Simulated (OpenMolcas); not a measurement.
What dynamic correlation does to the levels of neutral lutetium

```yaml
Program: OpenMolcas 26.06
Basis: ANO-RCC-VQZP [9s8p6d4f3g2h]
Scalar_Hamiltonian: DKH2, point nucleus
Active_space: 3 electrons in 6 orbitals (5d 6s)
State_averaging: 2S+1 = 4 even, 17 roots (10 in the spin-orbit step); 2S+1 = 2 even, 29 roots
Spin-orbit_coupling: state interaction with AMFI integrals over the reference wave functions, term energies averaged over their components
```

Methods on the same reference wave functions:
A. CASSCF
B. SS-CASPT2, IPEA 0.25 Eh, imaginary shift 0.1 Eh (closed shells correlated: 5s 5p)
C. MS-CASPT2, IPEA 0.25 Eh, imaginary shift 0.1 Eh (closed shells correlated: 5s 5p)

Energies in cm-1 above 5d 6s2 2D 3/2, the measured ground level; measured values from NIST Handbook of Basic Atomic Spectroscopic Data.

```tsv
Level	A	B	C	Measured
5d 6s2 2D 3/2	0.0	0.0	0.0	0.0
5d 6s2 2D 5/2	1829	1829	1901	1994
5d2 6s 4F 3/2	14686	16920	17240	18851
5d2 6s 4F 5/2	15308	17540	17870	19403
5d2 6s 4F 7/2	16184	18470	18790	20247
5d2 6s 4F 9/2	17249	19530	19860	21242
5d2 6s 4P 1/2	21578	22880	23210	21472
5d2 6s 4P 3/2 [72 %]	21892	23010	23400	22468
5d2 6s 2D 3/2 [66 %]	25521	23800	24370	24518
5d2 6s 2G 9/2	27427	26610	26940	26671
5d2 6s 2P 1/2	28799	27490	27810	28793
5d2 6s 2P 3/2	29835	28500	28850	29938
```

Deviations, from unrounded energies. A percentage is the sum of absolute deviations over the sum of measured energies, with the sign that they share, or ± where signs differ.

| Against measurement | Levels | A | B | C |
| --- | --- | --- | --- | --- |
| mean absolute deviation (cm-1) | 11 | 1700 | 1200 | 1000 |
| fine structure of the ground term (%) | 1 | -8.2 | -8.3 | -4.7 |
| other configurations (%) | 10 | ±8.1 | ±5.5 | ±4.8 |

C lies closest to measurement on these levels and A furthest from it. The largest miss of C in the table is 5d2 6s 4P 1/2, by +1700 cm-1. The ranking rests on the paired levels alone, and a cruder setting can come out closer through cancelling errors.

Between B and C the level of the table that moves most is 5d2 6s 2D 3/2 [66 %], by 570 cm-1 (lowest in B, highest in C). Moves below CASPT2's spread within the term are not significant.

The mean deviations of B to C differ by less than CASPT2's widest spread within a term (930 cm-1), so their order carries little weight.

The lowest spin-free term lies below A's lowest term by 0.250 hartree in B, 0.251 hartree in C.

CASPT2 does not keep the components of a term degenerate, so their means are used; among the terms shown or strongly mixed into the levels shown the widest spread is 930 cm-1 (5d2 6s 2G, C). Some high roots are left out of the spin-orbit mixing, which shifts the levels that they would mix with. A single d shell beside an s shell can misplace configurations of different d count against each other. Without dynamic correlation excited terms often stand tens of per cent too high (terms of higher spin than the ground term too low), and those without a measured partner can miss by more than the paired ones (holds for A). Some levels mix across a computed gap that differs much from the measured one, so their mixing is not that of the real levels (holds for B; C). Computed and measured levels are paired by configuration, term and J; levels that our copy of the source lacks, or whose pairing is in doubt (as where it misses far off the trend of its configuration), stay unpaired and out of the deviations. Only configurations of the active space appear. The table leaves out levels that lie high or whose names do not pair safely across all columns.

A share in square brackets marks a mixed level and gives the weight of the term that names it, the lowest over the columns.
